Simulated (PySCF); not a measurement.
**The chalcogenides of carbon, CO₂ to CSe₂**

Level: B3LYP in the def2-TZVP basis family, all electrons, no relativity, computed in PySCF with density fitting; open shells unrestricted.

Each entry is the lowest minimum that a search over a few typed start shapes (and spin states, where more than one is plausible) found, or that minimum re-optimised at the stated level; isomers with ligand–ligand bonds, or fragments after loss of a ligand pair, can lie lower.

```
molecule  2S+1  point group  mean bond to C (Å)  lowest ω (cm⁻¹)  atomisation (kJ/mol)  highest ω (cm⁻¹)
     CO₂     1          D∞h               1.160              677                  1622              2412
     CS₂     1          D∞h               1.553              408                  1160              1561
    CSe₂     1          D∞h               1.697              323                   973              1321
```

The bond lengthens at every step; the largest change, 0.393 Å, falls between CO₂ and CS₂ among the members listed.

Left out of the table are members whose search was unfinished or whose lowest solution was spin-contaminated, unstable, very soft or bonded differently.
